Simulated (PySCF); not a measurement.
Si(H)(Vi)(OMe)(NH2), SMILES C=C[SiH](N)OC (C3H9NOSi) (GFN2-xTB optimised geometry):

```
15

Si    -0.509    -0.046     0.000
N     -1.032    -0.783     1.461
C     -1.204    -1.023    -1.455
C     -2.374    -1.642    -1.460
O      1.126    -0.046     0.000
C      2.000     0.545    -0.911
H     -1.007     1.335     0.000
H     -0.596    -0.496     2.322
H     -1.184    -1.777     1.471
H     -0.601    -1.075    -2.355
H     -3.019    -1.619    -0.597
H     -2.742    -2.193    -2.313
H      1.893     0.100    -1.904
H      3.019     0.384    -0.555
H      1.813     1.619    -0.990
```

Computed with CAM-B3LYP/def2-TZVP (PySCF).

### Question
What are the frontier orbital energies and the dipole moment?

### Answer
HOMO-2 -9.41 eV, HOMO-1 -9.25 eV, HOMO -8.85 eV, LUMO 0.74 eV, LUMO+1 2.00 eV; dipole moment 0.95 D.

On the same geometry PySCF 2.14.0 with PBE/def2-TZVP gives HOMO-2 -6.78 eV, HOMO-1 -6.39 eV, HOMO -5.97 eV, LUMO -1.40 eV, LUMO+1 0.31 eV; dipole moment 0.90 D.

Meta-Löwdin charges at CAM-B3LYP/def2-TZVP: Si1 1.11, N2 -0.75, C3 -0.38, C4 -0.22, O5 -0.64, C6 -0.10, H7 -0.16, H8 0.24, H9 0.23, H10 0.12, H11 0.12, H12 0.12, H13 0.10, H14 0.12, H15 0.10.
